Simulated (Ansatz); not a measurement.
A nudged elastic band was laid between two geometries of BFH3NSi (7 atoms, charge 0, multiplicity 1).

Theory: RKS B3LYP/def2-SVP in Ansatz 0.2.0.

```yaml
movable_images: 9
climbing_image: yes
spring: 5.0 eV/Å²
optimiser: quadratic models (default)
start_path: through a guess of the saddle point
force_threshold: 0.03 eV/Å
iteration_limit: 59
end_points: relaxed
```

Image 0:

```xyz
7
Properties=species:S:1:pos:R:3
F -0.880 -2.146 0.808
B -0.426 -0.981 0.375
N 0.748 -0.505 -0.173
Si -0.363 0.903 -0.072
H 1.671 -0.836 -0.446
H -0.762 1.499 -1.380
H 0.074 1.998 0.843
```

Image 10:

```xyz
7
Properties=species:S:1:pos:R:3
F -0.500 -2.334 0.705
B 0.379 -1.465 0.181
N 0.044 -0.130 0.010
Si -0.323 1.397 -0.197
H 1.466 -1.898 -0.133
H -0.930 1.924 -1.443
H -0.075 2.438 0.830
```

Task: Which bonds break or form, and what moves?

Result: Bonds broken: B2–Si4, N3–H5. Bonds formed: B2–H5.

Task: What energy profile does the band end with?

Result: The forces met the threshold. The highest image is number 4 of 0 to 10, 3.25 eV above the first end and 3.31 eV above the last; the last end lies 0.06 eV below the first. Neighbouring images differ by up to 1.8 eV, so the band resolves the path poorly. A vibrational analysis at the climbing image gives one clearly imaginary mode, 1295i cm⁻¹: a first-order saddle point. The orbitals stay closed-shell, which can raise the energy where a bond breaks towards radicals; this wasn't checked here.

| image | path coordinate (Å) | energy (eV) | B2–Si4 (Å) | N3–H5 (Å) | B2–H5 (Å) |
| --- | --- | --- | --- | --- | --- |
| 0 | 0.00 | 0.00 | 1.94 | 1.02 | 2.26 |
| 1 | 0.52 | 0.22 | 1.95 | 1.01 | 2.19 |
| 2 | 1.04 | 0.85 | 1.95 | 1.02 | 1.96 |
| 3 | 1.56 | 1.79 | 1.97 | 1.11 | 1.58 |
| 4 | 2.08 | 3.25 | 1.99 | 1.61 | 1.32 |
| 5 | 2.70 | 1.48 | 2.18 | 2.09 | 1.22 |
| 6 | 3.32 | 0.61 | 2.44 | 2.30 | 1.22 |
| 7 | 3.93 | 0.33 | 2.64 | 2.33 | 1.21 |
| 8 | 4.55 | 0.16 | 2.79 | 2.30 | 1.21 |
| 9 | 5.17 | 0.01 | 2.91 | 2.28 | 1.21 |
| 10 | 5.79 | -0.06 | 2.97 | 2.27 | 1.21 |

Task: What is the geometry of the highest image?

Result: 
```xyz
7
Properties=species:S:1:pos:R:3
F -0.602 -2.271 0.576
B -0.142 -1.086 0.188
N 0.627 -0.596 -0.865
Si -0.206 0.877 -0.156
H 0.885 -0.442 0.713
H -1.125 1.591 -1.084
H 0.626 1.859 0.581
```

The run took 24 min on 1 CPU thread of a shared host.
